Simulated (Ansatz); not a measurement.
Cost and result for the atomization energy of CH6FGaGe, SMILES `[CH3][GaH][GeH2][F]` (10 atoms, 9 bonds).

Z-matrix (Å, degrees):
```
C
Ga 1 1.962
H 1 1.094 2 109.4
H 1 1.089 2 112.0 3 -120.7
H 1 1.093 2 110.1 3 117.4
Ge 2 2.459 1 120.0 3 115.8
H 2 1.575 1 121.7 3 -63.9
F 6 1.760 2 106.9 1 0.7
H 6 1.545 2 116.1 1 -115.3
H 6 1.545 2 116.1 1 116.6
```

The species carries charge 0 and has multiplicity 1. Correlated methods include outer-core shells of Ga, Ge, which these sets cover unevenly. Scalar relativity is left out up to krypton. The geometry is a stationary point of PBE0-D4/def2-TZVP. It is one conformer, not always the lowest. Program: Ansatz. All runs use 4 threads of an Arm Neoverse V2 on a shared host. Times are those of one run each, without the atoms' runs, and a repeat can differ threefold. Electronic energies, without spin–orbit coupling; frozen cores. CCSD(T)/CBS adds CCSD(T) − MP2 in def2-TZVPP to the MP2 limit, and its time is that of the two runs behind it. T1 = 0.012. With those shells the extrapolation isn't a true limit. B3LYP takes the VWN-RPA correlation (the form of Gaussian; ORCA's B3LYP/G).

CCSD(T)/CBS is a level of theory with its own doubt, some kJ/mol a heavy atom from the limit and from the frozen cores, so smaller differences don't rank the functionals.

```tsv
level	functions	wall time	atomization (kcal/mol)	difference from CCSD(T)/CBS	per bond
PBE-D4/def2-TZVPP (with forces)	242	2.1 s	734.0	-2.3	-0.3
PBE0-D4/def2-TZVPP	242	3 s	726.3	-10.0	-1.1
r2SCAN-D4/def2-TZVPP (with forces)	242	4.1 s	735.4	-0.9	-0.1
B3LYP-D4/def2-TZVPP (with forces)	242	4.3 s	727.0	-9.3	-1.0
B2PLYP/def2-TZVPP	242	4.8 s	722.9	-13.4	-1.5
ωB97X-V/def2-TZVPP	242	7.5 s	736.9	0.6	0.1
ωB97M-V/def2-TZVPP (with forces)	242	11 s	729.0	-7.3	-0.8
MP2/def2-QZVPP	472	20 s	734.6	-1.7	-0.2
CCSD(T)/def2-TZVPP	242	3.1 min	723.3	-13.0	-1.4
CCSD(T)/CBS(def2)	–	3.4 min	736.3	0.0	0.0
```

In def2-TZVPP, CCSD(T) changes the Hartree–Fock value by +181.3 kcal/mol (the triples alone add +8.7 kcal/mol) and MP2 by +185.0 kcal/mol; breaking electron pairs costs correlation energy, which Hartree–Fock lacks. The D4 term adds +7.1 kcal/mol with B3LYP and +3.7 kcal/mol with PBE0; it sums over pairs of atoms, weighted by their polarisabilities, and B3LYP, whose exchange is more repulsive, gets the larger term. From PBE to PBE0 (25 % exact exchange), in def2-TZVPP and without D4, the atomization energy moves by −7.1 kcal/mol: exact exchange takes away binding that semilocal exchange gives to molecules.
